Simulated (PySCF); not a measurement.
Saddle point of AlH₃OF₂, singlet (AlHOF₂ ([OH][Al]([F])[F]) + H₂ → AlHF₂ ([F][AlH][F]) + H₂O (still joined by a long Al–O bond); bonds formed: Al1–H6, O2–H5; bonds broken: H5–H6; bonds weakened to dative contacts: Al1–O2), PBE0-D4/def2-TZVP structure:

```xyz
7
angstrom
Al -0.5985 -0.2074 -0.3129
O 1.1721 0.1416 -0.1240
F -0.9699 -1.6296 -1.0360
F -1.4795 1.1425 -0.6330
H 0.6239 -0.0702 0.9637
H -0.2996 -0.3937 1.3924
H 1.5514 1.0169 -0.2501
```

Energies are electronic, without zero-point energy. Barriers and step energies count from the start structure reached by relaxing down the imaginary mode; all methods use the PBE0-D4 structures, on which another method's saddle can fall below an end. Program: PySCF 2.14 with density fitting (its default auxiliary sets; JK sets also for MP2 and CCSD(T)). Basis: def2-TZVPP, with def2-QZVPP for the basis limit. Cores are frozen in the correlated methods. B3LYP uses VWN-RPA correlation. Extrapolation: Hartree–Fock as exp(−7.88 √X), correlation as X^−2.97.

```csv
method,barrier (kcal/mol),step energy (kcal/mol)
SPW92,?,0.80
PBE-D4,?,3.70
BLYP-D4,22.28,5.53
r2SCAN-D4,20.67,4.26
PBE0-D4,20.73,2.19
B3LYP-D4,23.33,3.99
BHLYP-D4,?,2.28
CAM-B3LYP-D4,23.08,2.78
wB97M-V,23.76,2.87
HF,32.21,0.85
MP2,25.02,5.20
CCSD,25.99,3.02
CCSD(T),24.87,3.51
```

(1) Fill in the withheld barriers. (An estimate is asked for; the value comes from the calculation.)

No T1 diagnostic of these runs exceeds 0.013.

Answers

(1) By the calculation: SPW92 12.88; BHLYP-D4 25.77; PBE-D4 18.77 kcal/mol. Each is the energy of the saddle less that of the start structure, by the same method.

For comparison, the barrier by CCSD(T) at an estimated basis limit (MP2 extrapolated from triple and quadruple zeta, plus CCSD(T) − MP2 in triple zeta) is 25.08 kcal/mol.

Labels in which every atom is bracketed show which atoms are joined, not bond orders.

For scale, one of the runs: CCSD(T)/def2-TZVPP, 177 basis functions, launched by `OMP_NUM_THREADS=4 python run.py`. Hardware: 4 CPU threads of an Arm Neoverse V1, shared host. Wall time 4.4 min; peak host memory 2 GiB.
